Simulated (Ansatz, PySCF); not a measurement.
Process, species as SMILES: C=CC[SiH3] [prop-2-enylsilane] → C=[C-]C[SiH3] + H+
Geometries: B3LYP-D3(BJ)/def2-TZVP minima from Ansatz (a program for electronic structure), one conformer each, not searched for the lowest.

Property: gas-phase deprotonation energy (enthalpy at 298 K, with B3LYP-D3(BJ) rigid-rotor harmonic-oscillator terms from PySCF), in kJ/mol. Correlated levels leave the core frozen unless marked. No spin-orbit coupling. No relativistic terms. Anions need diffuse functions: aug- sets have them; def2-D sets add few; the other sets have none. Basis-set limits of correlation are two-point, X^-3; Hartree-Fock from the larger set.

Level to compare with: CCSD(T)/CBS(aug-cc-pV(T+d)Z,aug-cc-pV(Q+d)Z) (Ansatz), 1662.9 kJ/mol. It is a level with limits of its own, and the differences hold the functionals' basis error too.

Question: Rank these functionals by how close they come to CCSD(T)/CBS(aug-cc-pV(T+d)Z,aug-cc-pV(Q+d)Z), closest first: LC-wPBE/def2-TZVPD (Ansatz); PBE0/def2-TZVPD (Ansatz); r2SCAN0/def2-TZVPD (Ansatz).

Answer: PBE0/def2-TZVPD (global hybrid, 1666.2 kJ/mol, difference 3.3), r2SCAN0/def2-TZVPD (hybrid meta-GGA, 1671.5 kJ/mol, difference 8.6), LC-wPBE/def2-TZVPD (range-separated hybrid, 1685.2 kJ/mol, difference 22.3)
